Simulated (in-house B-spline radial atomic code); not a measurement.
Results of a calculation; reference values are marked as such.
**Weak and strong correlation along the adiabatic connection**

Two-electron singlets in several external potentials (atomic units), by full CI in B-splines with partial waves to l = 8 (correlation energies up to 0.6 % small). The repulsion is scaled by λ at fixed density; W(λ) is the mean repulsion less the Hartree energy, W(0) = E_x, and the area under W from 0 to 1 is E_xc.

One system gave this curve:

| λ | W (hartree) |
| --- | --- |
| 0 | -0.31962 |
| 0.02 | -0.32162 |
| 0.05 | -0.32451 |
| 0.12 | -0.33077 |
| 0.25 | -0.34086 |
| 0.4 | -0.35048 |
| 0.6 | -0.36075 |
| 0.8 | -0.36888 |
| 1 | -0.37546 |
| 1.4 | -0.38544 |
| 2 | -0.3956 |
| 3 | -0.40611 |
| 4.5 | -0.41528 |
| 7 | -0.42378 |

Problem. Which system is it?
A. ω²r²/2 − Z/r, ω = 4.85, Z = 0.5
B. −Z/r, Z = 6, wall at 1 bohr
C. −V exp(−r²/w²), V = 14.8, w = 2.77
D. −V exp(−r²/w²), V = 2.09, w = 9.0

Solution. D. The exchange energy sets the size: −V exp(−r²/w²), V = 2.09, w = 9.0: E_x = -0.32, E_c = -0.0336; −Z/r, Z = 6, wall at 1 bohr: E_x = -3.58, E_c = -0.0447; ω²r²/2 − Z/r, ω = 4.85, Z = 0.5: E_x = -1.79, E_c = -0.0448; −V exp(−r²/w²), V = 14.8, w = 2.77: E_x = -1.02, E_c = -0.0428 hartree.
